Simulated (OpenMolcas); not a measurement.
# How basis sets differ on BGeSiH4F (SMILES F[SiH]1[BH][GeH2]1)

BGeSiH4F has 8 atoms, charge 0, and is taken as a singlet. SMILES: `F[SiH]1[BH][GeH2]1`. The coordinates come from a PBE0-D4/def2-TZVP relaxation.

Each level gives the HOMO–LUMO gap (eV). The values are calculated.

```tsv
level	kind	program	value (eV)	CPU time
HF/ANO-RCC-MB (DKH2)	Hartree–Fock	OpenMolcas	8.28	6.8 s
HF/STO-3G	Hartree–Fock	OpenMolcas	8.69	2.6 s
HF/3-21G	Hartree–Fock	OpenMolcas	8.07	3.5 s
HF/def2-SVP	Hartree–Fock	OpenMolcas	8.33	12 s
```

All-electron rows without a relativistic Hamiltonian named are non-relativistic. The values span 8.07 to 8.69 eV. A Hartree–Fock LUMO above zero doesn't converge with the basis: it sinks as sets grow more diffuse. Orbital gaps aren't excitation energies. Times are those of the runs behind each value, whatever else they computed, on shared processors of several kinds: orders of magnitude only.
